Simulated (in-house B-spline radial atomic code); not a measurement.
# RPA and G0W0 on LDA VWN5: N VI (N5+)

Configuration 1s2, mean-field start LDA VWN5. Computed with a B-spline radial code for spherical atoms: all electrons, scalar-relativistic (spin-free one-electron X2C), finite nucleus, each spin shell either full or empty, empty states to l = 9 with an (l + 1/2)⁻⁴ tail; G0W0 by contour deformation at full frequency.

Command:
```bash
python run_gw.py task.json out
```
Settings (radii: box in bohr, nucleus in fm):
```
Z                        7
electrons                2
configuration            1s2
hamiltonian              x2c
method                   lda,vwn
lmax                     9
rms_radius               2.5582
spin_polarised           False
box_radius               10.43
intervals                69
ion_configuration        1s1
```

Run time, properties included: 1 s on 1 thread of Arm Neoverse V2, with other jobs on the host.

Energies (hartree):

| term | value |
| --- | --- |
| mean-field total | -44.35993 |
| Hartree-Fock functional on these orbitals | -44.75957 |
| direct second order | -0.094539 |
| second-order exchange | 0.04727 |
| SOSEX correction | 0.045499 |

Question: What is the RPA correlation energy, and what remains with SOSEX?

Answer: RPA gives -0.090995 hartree (-1.24 eV per electron); RPA + SOSEX gives -0.045496, and the second-order doubles -0.047269 hartree (no singles). SOSEX takes back 50 % of the RPA value, the self-correlation of each of the two electrons.

Quasi-particle levels (eV):

```json
{"level": "1s", "occupied": "yes", "mean field": "-507.61", "Σx - vxc": "-45.25", "Σc": "?", "QP weight": "?", "G0W0": "?"}
{"level": "2s", "occupied": "no", "mean field": "-102.77", "Σx - vxc": "5.22", "Σc": "-0.21", "QP weight": "1.000", "G0W0": "-97.76"}
```

G0W0 = mean field + (Σx - vxc) + Σc, with Σc (partial-wave tail included) taken at the quasi-particle energy.

Question: Where does G0W0 put 1s?

Answer: At -552.09 eV, with Σc = 0.77 eV and a quasi-particle weight of 0.993. The tabulated removal energy is 552.067 eV (NIST, tabulated theory).

Question: What does it cost to remove one electron (to 1s1) by differences of total energies, each species on its own start (correlation terms add to the Hartree-Fock functional)?

Answer: LDA VWN5 547.20 eV, Hartree-Fock functional 550.89 eV, + RPA 552.74 eV, + RPA + SOSEX 552.13 eV, + second order 552.18 eV. Tabulated: 552.067 eV (NIST, tabulated theory).
